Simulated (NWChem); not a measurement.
System: C2H4O3Si; SMILES [Si@@H]1(COC1=O)O

NWChem input:

```
start job
memory heap 200 mb stack 900 mb global 1100 mb
geometry units angstroms noautoz
  O     -1.364178    -1.801227     0.047716
  C     -0.478671    -1.013635    -0.031839
  O      0.847066    -1.325594     0.167860
  C      1.555755    -0.069473     0.078371
  Si    -0.044811     0.843690    -0.411226
  O     -0.660110     2.088714     0.486991
  H      2.007581     0.184265     1.050539
  H      2.355026    -0.139815    -0.675267
  H     -0.159641     1.287460    -1.823588
  H     -0.779426     1.962759     1.433265
end
basis spherical
  * library def2-svp
end
dft
  xc xpbe96 cpbe96
  iterations 150
end
tddft
  cis
  nroots 6
  notriplet
end
task tddft energy
```

Geometry: optimised at PBE0/def2-SVP.

Vertical excitations in the gas phase.

Question: What results follow from this input? (PBE/def2-SVP, TDA.) Quantities: basis functions; lowest excitation, singlet (eV); oscillator strength of that lowest state; lowest state with f > 0.02, singlet (eV); orbital gap (eV).

Answer: 
```json
{
 "number_of_basis_functions": "108",
 "lowest excitation, singlet (eV)": "4.36",
 "oscillator_strength_of_that_lowest_state": "0.010",
 "lowest state with f > 0.02, singlet (eV)": "6.19",
 "orbital gap (eV)": "4.01"
}
```
